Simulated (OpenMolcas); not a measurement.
## d9 ions of charge +2 down a group on the Y site of Cs2NaYBr6

```yaml
Program: OpenMolcas 26.06
Method: CASSCF
Spin-orbit_coupling: RASSI with atomic mean-field integrals over the reference wave functions
```

The d shell is active. Each dopant is a cluster with its nearest anions in model potentials and point charges, with no relaxation and no local charge compensation. Distances were set from a Shannon-type radius of the metal (high-spin where two are listed) plus a fixed donor radius (Br 1.91 Å), in hosts weighted 0.65 to 0.35 with the host's distance in the model lattice. Ligand basis ANO-RCC-VDZP, DKH2 Hamiltonian. States (labels of O, the rotations of Oh). Energies in cm-1 above the lowest state or level, χT in cm3 K/mol; 10Dq is the gap between the two states. Spin-only χT is S(S+1) / 2 for the spin of the ground state.

| Ion | Shell | R (Å) | Metal basis | Ground state | First state of that spin | 10Dq | First gap with spin-orbit (degeneracies) | χT at 300 K | Spin-only χT |
| --- | --- | --- | --- | --- | --- | --- | --- | --- | --- |
| Cu2+ | 3d9 | 2.684 | ANO-RCC-VTZP | 2E | 2T2 2684 | 2684 | 2146 (4, 2) | 0.846 | 0.375 |
| Ag2+ | 4d9 | 2.82 | ANO-RCC-VTZP | 2E | 2T2 7362 | 7362 | 6031 (4, 2) | 0.631 | 0.375 |

|10Dq| changes by a factor of 7362 / 2684 = 2.74 from Cu2+ to Ag2+.

χT departs most from the spin-only value for Cu2+, by +0.471 cm3 K/mol.

An orbital doublet at a regular site is open to a Jahn-Teller distortion, which this geometry leaves out. Ligand-to-metal charge-transfer states are missing. With metal d orbitals alone and no dynamic correlation the field as a rule comes out too small, by tens of per cent, by up to half for chloride and softer ligands, and the orbital part of g and χT, which goes as 1/10Dq, too large (holds for Cu2+). The least metal-like active orbital is 83 % on the metal (Löwdin) and no ligand orbital is active, so the numbers are rough (holds for Ag2+). With metal d orbitals alone the field can be off either way by tens of per cent (holds for Ag2+). No measured value stands beside these numbers; the geometry was set by hand and not optimised.
